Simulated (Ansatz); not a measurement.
C3HN, SMILES `C#CC#N` (charge 0, multiplicity 1).

Calculation: frozen-core CCSD(T)/cc-pVTZ // B3LYP-D3(BJ)/def2-TZVP (Ansatz, an electronic-structure program).

Ansatz 0.2 input:
```yaml
crystal:
  periodic: [false, false, false]
  atoms:
    - { symbol: C, position_ang: [-1.273101, -0.18204, 0.073511] }
    - { symbol: C, position_ang: [-0.084321, -0.012056, 0.041936] }
    - { symbol: C, position_ang: [1.269886, 0.181582, 0.005964] }
    - { symbol: N, position_ang: [2.413013, 0.345026, -0.024403] }
    - { symbol: H, position_ang: [-2.325477, -0.332512, 0.101473] }
basis:
  gaussian: { orbitals: cc-pVTZ }
correlation:
  method: ccsd_t
```

Output:

```
Functional definition: HF
790 factors; integrals over basis functions are off by at most 1.3e-3 eV
mean field evaluation 1: about -4585.4810 eV, gradient 3.1e1 eV
mean field evaluation 2: about -4585.4870 eV, gradient 3.1e1 eV
mean field evaluation 4: about -4587.9006 eV, gradient 4.9e0 eV
mean field evaluation 8: about -4587.9807 eV, gradient 5.2e-1 eV
mean field evaluation 16: about -4587.8941 eV, gradient 4.9e0 eV
mean field -4587.98149583 eV, -168.6052101263 hartree, gradient 3.0e-6 eV, S^2 0.000000; 0 other end points of the search recorded, 0 dependent functions left out; unrestricted orbitals would lower it
4 core orbitals not correlated
reference -4587.98149583 eV, -168.6052101263 hartree; 9, 9 occupied and 121, 121 virtual orbitals, 790 factors
second order -17.27706946 eV of doubles, -0.00000000 eV of singles
cycle   1  -16.57877393 eV  change    7.0e-1 eV  update   1.2e-1
cycle   2  -17.17488357 eV  change   -6.0e-1 eV  update   4.0e-2
cycle   3  -17.30329495 eV  change   -1.3e-1 eV  update   1.7e-2
cycle   4  -17.30797487 eV  change   -4.7e-3 eV  update   6.0e-3
cycle   5  -17.31344260 eV  change   -5.5e-3 eV  update   2.4e-3
cycle   6  -17.31466612 eV  change   -1.2e-3 eV  update   5.9e-4
cycle   7  -17.31469560 eV  change   -2.9e-5 eV  update   2.3e-4
cycle   8  -17.31465692 eV  change    3.9e-5 eV  update   8.6e-5
cycle   9  -17.31465768 eV  change   -7.5e-7 eV  update   3.2e-5
cycle  10  -17.31462894 eV  change    2.9e-5 eV  update   1.2e-5
cycle  11  -17.31462040 eV  change    8.5e-6 eV  update   4.0e-6
perturbative correction -1.00426277 eV, -0.0369059760 hartree
Total energy: -4606.30037900 eV, -169.2784166656 hartree
```
